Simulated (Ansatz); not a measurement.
Geometry optimisation, Ansatz 0.2.0, RKS PBE-D4/def2-SVP.

Input:

```yaml
crystal:
  periodic: [false, false, false]
  atoms:
    - { symbol: Ge, position_ang: [0.0, 0.0, 0.0] }
    - { symbol: Cl, position_ang: [1.3501, 0.0, 2.0083] }
    - { symbol: H, position_ang: [1.741, 0.0, 0.178] }
    - { symbol: H, position_ang: [-0.73, 1.2648, -0.5162] }
    - { symbol: H, position_ang: [-0.73, -1.2648, -0.5162] }
basis:
  gaussian: { orbitals: def2-SVP }
hamiltonian:
  xc: pbe
  dispersion: d4
relax:
  f_tol: 0.15
  max_steps: 25
  restrain:
    - { distance: [1, 2], at: 1.37, k: 30.0 }
    - { distance: [0, 1], at: 3.42, k: 30.0 }
    - { distance: [0, 2], at: 2.75, k: 30.0 }
```

Command:

```bash
$ ansatz run input.yaml --threads 1 --pin off --max-ram 2048MiB --backend cpu --events-out ev --progress --plain --runs-dir out
```

Where does it end, and by what steps?

It converged. The restraints hold the end off the free minimum. After 8 steps the energy has fallen by 0.239 eV (the restraints' own energy left out); Ge1 moved furthest, 0.80 Å. Parted: Ge1–Cl2 (2.42 → 3.41 Å). Joined: Cl2–H3 (1.87 → 1.34 Å).

| step | energy less start (eV) | largest force component (eV/Å) | accepted |
| --- | --- | --- | --- |
| 0 | 0.0000 | 3.539 | yes |
| 1 | 1.1574 | 5.737 | yes |
| 2 | 2.2159 | 6.224 | yes |
| 3 | 2.2134 | 5.589 | yes |
| 4 | 1.0567 | 4.239 | yes |
| 5 | 0.1930 | 1.725 | yes |
| 6 | -0.1883 | 1.029 | yes |
| 7 | -0.2377 | 1.013 | yes |
| 8 | -0.2389 | 1.012 | yes |

```xyz
5
Properties=species:S:1:pos:R:3
Ge -0.072 0.000 -0.795
Cl 1.796 0.000 2.060
H 2.185 0.000 0.776
H -1.139 1.153 -0.443
H -1.139 -1.153 -0.443
```

The run took 21 s on 1 thread of Intel(R) Xeon(R) Platinum 8259CL CPU @ 2.50GHz (Skylake/Cascade Lake), with other jobs on the host, peak memory 0.13 GiB.
